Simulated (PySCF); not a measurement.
**Electronic structure of Sc⁺ (scandium, charge +1) at the UHF level**

Configuration: [Ar] 3d1 4s1, high-spin 3D determinant. Computed with PySCF 2.14 in aug-cc-pwCVTZ-DK with one added diffuse shell each of s, p, d, f, g type (11s10p8d5f4g, 152 functions), with the spin-free X2C one-electron Hamiltonian (Gaussian nucleus).

| Property | Result |
| --- | --- |
| Total energy | -763.087922 hartree |
| One-electron energy | -1039.6924 hartree |
| Hartree (Coulomb) energy | 314.8430 hartree |
| Exchange energy | -38.2385 hartree |
| ⟨S²⟩ | 2.0021 |
| ⟨L²⟩ | 6.024 |
| Sum of ⟨r⟩ | 16.94 bohr |
| Sum of ⟨r²⟩ | 30.27 bohr² |
| Traceless quadrupole moment −½Σ⟨3z² − r²⟩ along its main axis | 0.714 e·bohr² |
| Langevin diamagnetic susceptibility | -24.0 ×10⁻⁶ cm³/mol |

| shell | electrons | mean orbital energy (hartree) | spread (hartree) | rms radius, mean of both spins (bohr) |
| --- | --- | --- | --- | --- |
| 1s α | 1 | -167.07414 | 0 | 0.0844 |
| 1s β | 1 | -167.07179 | 0 | 0.0844 |
| 2s α | 1 | -19.52100 | 0 | 0.370 |
| 2s β | 1 | -19.50356 | 0 | 0.370 |
| 2p α | 3 | -15.94395 | 0.00206 | 0.340 |
| 2p β | 3 | -15.92987 | 0.01762 | 0.340 |
| 3s α | 1 | -2.87402 | 0 | 1.15 |
| 3s β | 1 | -2.80668 | 0 | 1.15 |
| 3p α | 3 | -1.86339 | 0.04040 | 1.27 |
| 3p β | 3 | -1.78879 | 0.05649 | 1.27 |
| 3d α | 1 | -0.60251 | 0 | 1.85 |
| 4s α | 1 | -0.45180 | 0 | 3.68 |

Densities and radii are taken from the X2C orbitals without a picture-change correction, which distorts them close to the nucleus.

Spin-orbit constants ζ (cm⁻¹) from the X2C one-electron operator on these orbitals: bare nucleus, nucleus screened by l(l+1)(2l+1)/3 electrons, and screened by the Breit-Pauli mean field of the electrons.

```csv
shell,bare,screened nucleus,mean field
2p,26910,24350,n/a
3p,2769,2505,n/a
3d,178.0,93.24,n/a
```

To first order the Landé constant is A = 46.62 cm⁻¹, so the lowest level has J = 1 and lies 0.0173 eV below the centre of the term. This holds in LS coupling only.
